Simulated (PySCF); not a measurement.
PySCF input file for Hf(OH)2 (H2HfO2), SMILES [Hf]([OH])[OH] (connectivity only; charge and spin as stated), neutral, multiplicity 3, PBE-D3(BJ)/def2-TZVP. The structure is a stationary point at PBE-D3(BJ)/def2-TZVP. The multiplicity is an assumed one; other spin states were not compared. The def2 effective core potentials stand for the cores of Hf; spin–orbit coupling is left out. One conformer was computed; it need not be the lowest.

```python
import numpy as np
from pyscf import gto, scf, dft, df
from pyscf.hessian import thermo

mol = gto.M(
    atom='''
    Hf    0.00000000    0.00000000   -0.11348510
    O    -0.00000000   -1.88006745    0.39165067
    H     0.00000001   -2.66285925    0.95225819
    O    -0.00000000    1.88006745    0.39165068
    H     0.00000000    2.66285924    0.95225819
    ''',
    basis='def2-TZVP',
    ecp={'Hf': 'def2-tzvp'},
    charge=0,
    spin=2,
    max_memory=1600,
    verbose=3,
)
mf = dft.UKS(mol, xc='pbe').density_fit(auxbasis='def2-universal-jkfit')
mf.disp = 'd3bj'
mf.grids.level = 3
mf.conv_tol = 1e-11
mf.max_cycle = 100
mf.kernel()
fine, coarse = mf.grids, dft.Grids(mol).set(level=1).build(with_non0tab=True)
for _ in range(3):  # follow internal instabilities
    mf.grids = coarse
    mo, _, stable, _ = mf.stability(return_status=True, nroots=4)
    mf.grids = fine
    if stable:
        break
    mf.kernel(mf.make_rdm1(mo, mf.mo_occ))

# [left out here: the lines that compute and print the analytic Hessian (its translational invariance restored by hand, since the grid's response is missing), thermochemistry and intensities]
```

Log of the run:

```

WARN: HOMO -0.311756552237318 >= LUMO -0.334513785354108


WARN: HOMO -0.00989541760763402 >= LUMO -0.0243326819006967


WARN: HOMO -0.0521394885154223 >= LUMO -0.0695879714431271

converged SCF energy = -199.644092269358  <S^2> = 2.0037403  2S+1 = 3.0024925
<class 'pyscf.df.df_jk.DFUKS'> wavefunction is stable in the internal stability analysis

WARN: DFTD3 does not support analytical Hessian, using finite difference


WARN: Mole.unit (angstrom) is changed to Bohr

Mode                                 0                   1                   2
Irrep
Freq [cm^-1]                       70.6268            296.6854            345.4332
Reduced mass [au]                   4.3161              1.2820              1.2582
Force const [Dyne/A]                0.0127              0.0665              0.0885
Char temp [K]                     101.6163            426.8642            497.0015
Normal mode                   x     y     z       x     y     z       x     y     z
       0  Hf                -0.00  0.00 -0.03    0.01  0.00  0.00   -0.00  0.00  0.01
       1   O                -0.00  0.05  0.14   -0.08 -0.00 -0.00    0.00 -0.05 -0.06
       2   H                 0.00  0.14  0.27    0.62  0.00 -0.00   -0.00  0.36  0.51
       3   O                 0.00 -0.05  0.14   -0.08  0.00 -0.00    0.00  0.05 -0.06
       4   H                 0.00 -0.14  0.27    0.62 -0.00  0.00    0.00 -0.36  0.51
Mode                                 3                   4                   5
Irrep
Freq [cm^-1]                      375.3705            396.3176            631.4804
Reduced mass [au]                   1.1264              1.1741              7.6105
Force const [Dyne/A]                0.0935              0.1087              1.7881
Char temp [K]                     540.0746            570.2127            908.5598
Normal mode                   x     y     z       x     y     z       x     y     z
       0  Hf                -0.00 -0.00 -0.00   -0.00  0.00  0.00   -0.00  0.03  0.00
       1   O                 0.06  0.00  0.00   -0.00 -0.05 -0.05    0.00 -0.15  0.05
       2   H                -0.67 -0.00  0.00    0.00  0.37  0.54   -0.00 -0.20 -0.02
       3   O                -0.06 -0.00  0.00    0.00 -0.05  0.05   -0.00 -0.15 -0.05
       4   H                 0.66  0.00 -0.00   -0.00  0.37 -0.54    0.00 -0.20  0.02
Mode                                 6                   7                   8
Irrep
Freq [cm^-1]                      664.7741           3854.1281           3855.1664
Reduced mass [au]                   7.7043              1.0690              1.0696
Force const [Dyne/A]                2.0060              9.3557              9.3663
Char temp [K]                     956.4620           5545.2322           5546.7261
Normal mode                   x     y     z       x     y     z       x     y     z
       0  Hf                -0.00  0.00 -0.01   -0.00 -0.00 -0.00   -0.00 -0.00  0.00
       1   O                 0.00 -0.16  0.06   -0.00  0.04 -0.02   -0.00  0.04 -0.03
       2   H                -0.00 -0.19  0.02    0.00 -0.56  0.39    0.00 -0.56  0.40
       3   O                -0.00  0.16  0.06    0.00  0.04  0.03    0.00 -0.04 -0.02
       4   H                 0.00  0.19  0.02   -0.00 -0.56 -0.40   -0.00  0.55  0.39
temperature 298.1500 [K]
pressure 101325.00 [Pa]
Rotational constants [GHz] 56.93449 3.96696 3.70857
Symmetry number 2
Zero-point energy (ZPE) 0.02390 [Eh]   62744.030 [J/mol]
                           tot       elec      trans        rot        vib
Entropy [J/mol/K]       317.056      9.134    175.581     92.419     39.922
Cv [J/mol/K]             67.190      0.000     12.472     12.472     42.246
Cp [J/mol/K]             75.504      0.000     20.786     12.472     42.246
Internal energy [J/mol]                      3718.434   3718.434  69311.007
Internal energy [Eh]   -199.61486  -199.64409
Enthalpy [J/mol]                             6197.391   3718.434  69311.007
Enthalpy [Eh]          -199.61392
Gibbs free energy [J/mol]                  -46152.120 -23836.172  57408.275
Gibbs free energy [Eh] -199.64992
mode   freq/cm-1   IR/(km/mol)
   1       70.63         4.925
   2      296.69       184.750
   3      345.43        93.878
   4      375.37         0.003
   5      396.32       139.730
   6      631.48       156.663
   7      664.77        18.112
   8     3854.13       235.360
   9     3855.17        81.303
max |gradient| / (hartree/bohr): 8.048232969942026e-05
APT charges: [ 0.8726 -0.7475  0.3112 -0.7475  0.3112]
```

The calculation finished and met its thresholds.

Cost: roughly 120 core-seconds.
